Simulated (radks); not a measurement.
Spherical quantum dot in the effective-mass picture: electrons in a hard-walled sphere of radius 2.7, with a point charge +1 (a donor) at the centre, all in effective atomic units (hartree* = m*/eps^2 hartree, bohr* = eps/m* bohr), one dielectric constant everywhere. Method: non-relativistic Kohn-Sham, PBEsol, spin-polarised, spherical densities; computed with a radial shooting solver with Libxc functionals. Levels are named by radial order and angular momentum (1s, 1p, 1d, 2s, ...), and open shells are averaged over m.

N = 37, configuration 1s2 1p6 1d10 2s2 1f14 1g(up 3, down 0). This is the lowest configuration that the search found. Occupied and some empty levels:

| level | occupation | eigenvalue (hartree*) | <r> (bohr*) |
|---|---|---|---|
| 1s up | 1 | 17.665 | 1.817 |
| 1s down | 1 | 17.699 | 1.810 |
| 1p up | 3 | 18.028 | 1.907 |
| 1p down | 3 | 18.066 | 1.904 |
| 1d up | 5 | 18.636 | 1.967 |
| 1d down | 5 | 18.676 | 1.965 |
| 1f up | 7 | 19.467 | 2.016 |
| 1f down | 7 | 19.509 | 2.015 |
| 2s up | 1 | 19.753 | 1.088 |
| 2s down | 1 | 19.762 | 1.090 |
| 1g up | 3 | 20.505 | 2.057 |
| 1g down | 0 | 20.549 | 2.056 |
| 2p up | 0 | 21.224 | 1.381 |
| 2p down | 0 | 21.238 | 1.381 |
| 1h up | 0 | 21.740 | 2.092 |
| 1h down | 0 | 21.784 | 2.091 |
| 2d up | 0 | 22.690 | 1.530 |
| 2d down | 0 | 22.708 | 1.529 |
| 3s up | 0 | 22.807 | 1.266 |
| 3s down | 0 | 22.823 | 1.267 |

Energy (hartree*): total 387.494, kinetic 109.94, external -21.182, Hartree 324.49, exchange-correlation -25.761.

Electron density:

| r (bohr*) | n(r) (e/bohr*^3) |
|---|---|
| 0.146 | 1.014 |
| 0.280 | 0.7741 |
| 0.414 | 0.5910 |
| 0.549 | 0.4526 |
| 0.683 | 0.3512 |
| 0.817 | 0.2826 |
| 0.952 | 0.2461 |
| 1.09 | 0.2430 |
| 1.22 | 0.2760 |
| 1.35 | 0.3469 |
| 1.49 | 0.4545 |
| 1.62 | 0.5859 |
| 1.76 | 0.7187 |
| 1.89 | 0.8175 |
| 2.03 | 0.8375 |
| 2.16 | 0.7464 |
| 2.29 | 0.5450 |
| 2.43 | 0.2873 |
| 2.56 | 0.07889 |
| 2.70 | 0.0001976 |
